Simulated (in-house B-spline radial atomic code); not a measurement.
Multiplet parameters of the 3d5 shell in neutral manganese ([Ar] 3d5 4s2). Level of theory: non-relativistic Hartree-Fock, average of configuration, point nucleus; calculated with an all-electron radial atomic-structure program (B-spline basis).

Slater integrals: F^2 = 80828 cm⁻¹, F^4 = 50133 cm⁻¹. Central-field spin-orbit parameter ζ(3d) = 369.3 cm⁻¹ (bare central field on non-relativistic orbitals, without two-electron terms: too large for light atoms, too small for heavy ones).

What are Racah's B and C?

B = F^2/49 - 5F^4/441 = 1081 cm⁻¹, C = 35F^4/441 = 3979 cm⁻¹, C/B = 3.68.

Where do the terms lie in LS coupling, without spin-orbit interaction?

In cm⁻¹ above the Hund's-rule term (some of the terms):
| term | expression | energy |
| --- | --- | --- |
| 6S | 0B + 0C | 0 |
| 4G | 10B + 5C | 30706 |
| 4P | 7B + 7C | 35420 |
| 4D | 17B + 5C | 38274 |
| 4F | 22B + 7C | 51637 |

Is LS coupling a fair picture here?

Fits to spectra need these integrals scaled down, since correlation screens the repulsion. Here ζ is 0.34 times B, so LS coupling is a fair start, though levels of equal J in close terms still mix.
